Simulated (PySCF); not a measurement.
C₃H₈OSi, SMILES C(C[SiH2]C)=O.

Geometry: B3LYP-D3(BJ)/def2-SVP. This is a generated structure with no PubChem entry under its InChIKey; it may be hypothetical. Other conformers were not sampled.

Computed with TDDFT-PBE/def2-SVPD run with PySCF.

Vertical excitations. Isolated molecule, no solvent. State labels are in the subgroup Cs.

```tsv
state	symmetry	energy (eV)	λ (nm)	f	main pairs
S1	A"	4.17	297	0.000	HOMO→LUMO 100 %
S2	A"	5.70	217	0.000	HOMO−1→LUMO 100 %
S3	A'	5.79	214	0.004	HOMO→LUMO+1 72 %, HOMO−3→LUMO 28 %
S4	A"	5.80	214	0.000	HOMO−2→LUMO 100 %
S5	A'	5.81	213	0.006	HOMO−3→LUMO 72 %, HOMO→LUMO+1 27 %
S6	A'	6.15	201	0.006	HOMO→LUMO+2 98 %
S7	A'	6.77	183	0.002	HOMO→LUMO+4 82 %, HOMO→LUMO+3 18 %
S8	A'	6.80	182	0.055	HOMO→LUMO+3 81 %, HOMO→LUMO+4 18 %
S9	A"	7.13	174	0.002	HOMO→LUMO+5 100 %
S10	A'	7.49	165	0.043	HOMO→LUMO+6 95 %
T1	A"	3.55	349	0	HOMO→LUMO 100 %
T2	A"	5.65	219	0	HOMO−1→LUMO 81 %, HOMO−2→LUMO 19 %
T3	A"	5.71	217	0	HOMO−2→LUMO 81 %, HOMO−1→LUMO 19 %
T4	A'	5.75	216	0	HOMO→LUMO+1 83 %, HOMO−3→LUMO 16 %
```
Triplets are in the Tamm–Dancoff approximation, which puts them higher than full response would, so one can lie above its singlet here.
